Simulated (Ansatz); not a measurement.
Ag₂O⁻. The state is a doublet with charge -1. Geometry PBE-D4/def2-TZVPD; atoms count from 1.

```xyz
3

Ag    0.576   -1.269    0.575
Ag   -0.888    1.160    0.374
O     0.311    0.109   -0.948
```

In the def2 sets Ag takes a core potential; there is no spin–orbit coupling. The highest occupied level of the charge -1 doublet lies above zero (up to 0.20 eV). It is a level of α spin, whose loss leaves a singlet; that state wasn't run at this geometry and level. The electron is either unbound and held by the finite basis, or the level is raised by self-interaction error. No other spin state of charge -1 was run. The structure comes from a short search, and lower isomers may exist.

Question: Estimate the Mulliken populations from the PBE0/def2-TZVPD orbitals of Ansatz.

Answer: 
| atom | charge (e) | spin (α − β) | d electrons |
| --- | --- | --- | --- |
| Ag1 | -0.08 | 0.34 | 9.87 |
| Ag2 | -0.08 | 0.34 | 9.87 |
| O3 | -0.84 | 0.32 | – |
Mulliken values and Mayer orders depend strongly on the basis. With diffuse functions, as here, like atoms can get unlike values, and bond orders can come out too low or too high.

Question: Where does the spin sit?

Answer: Summed by element: Ag 0.68, O 0.32, of 1 unpaired in all. Largest on single atoms: Ag1 0.34, Ag2 0.34, O3 0.32.

Question: And the Mayer bond orders between bonded heavy atoms (over 0.3)?

Answer: Ag1–Ag2 0.68 (2.84 Å); Ag1–O3 0.47 (2.07 Å); Ag2–O3 0.47 (2.07 Å).
